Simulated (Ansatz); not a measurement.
Born–Oppenheimer molecular dynamics of BH4SSe (7 atoms, charge 1, multiplicity 1). It starts at the highest image of a converged band, a first-order saddle point between two minima.

All numbers below come from RKS BHLYP-D4/def2-SVP in Ansatz.

```yaml
ensemble: NVE (velocity Verlet)
time_step: 0.5 fs
steps_asked: 200
starting_velocities_drawn_for: 300 K
seed: 4199
```

First frame:

```xyz
7
Properties=species:S:1:pos:R:3
B -1.325 0.782 -1.069
Se -1.117 -0.288 0.348
S 2.002 -0.334 0.423
H -2.594 -0.024 -0.004
H -1.540 1.483 -1.992
H 2.289 0.012 1.687
H 2.285 -1.633 0.607
```

Question: How far do the bonds stretch over the last three quarters of this one trajectory? (Pairs bonded in most of those frames.)

Answer: 
```tsv
bond	mean (Å)	spread (Å)	shortest	longest
B1–Se2	1.808	0.063	1.76	2.00
B1–H4	1.335	0.084	1.19	1.44
B1–H5	1.184	0.026	1.14	1.22
Se2–H4	1.902	0.270	1.68	2.51
S3–H6	1.347	0.016	1.32	1.38
S3–H7	1.348	0.004	1.34	1.36
```

Mean temperature of the second half: 627 K. The conserved energy stayed within 0.083 meV per atom of its start (net change 0.014 meV per atom), so the integration is sound. The system heated up, since it started high on the potential surface and ran downhill. A run of 0.1 ps of so small a system gives no equilibrium averages. The orbitals stay closed-shell, which can raise the energy where a bond breaks towards radicals; this wasn't checked here. Limits of this set-up: the dipole of an ion depends on the origin.

The run took 4.9 min on 2 threads of Arm Neoverse V2 (shared host), peak memory 0.17 GiB.
